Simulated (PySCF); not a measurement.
The scaffold SiH2Cl-X carries different groups X. All species are isolated molecules in the gas phase. One relaxed conformer stands for each flexible species; it need not be the lowest. Strings in code marks are SMILES.

Excitations are Tamm–Dancoff values on a coarser integration grid. The basis has no diffuse functions, so Rydberg states are missing or too high.

A: X = methoxy (`CO[SiH2]Cl` (C–O–Si–Cl torsion 180°))
B: X = germyl
C: X = iodo
D: X = isopropyl (`CC(C)[SiH2]Cl` (C–C–Si–Cl torsion 177°))

Question: Put the candidates in order of S1 excitation (TDA), lowest first, for PBE-D3(BJ)/def2-TZVP // PBE0-D4/def2-TZVP in PySCF 2.14.0.

Answer: C (5.25 eV), B (5.95 eV), A (6.44 eV), D (6.54 eV)
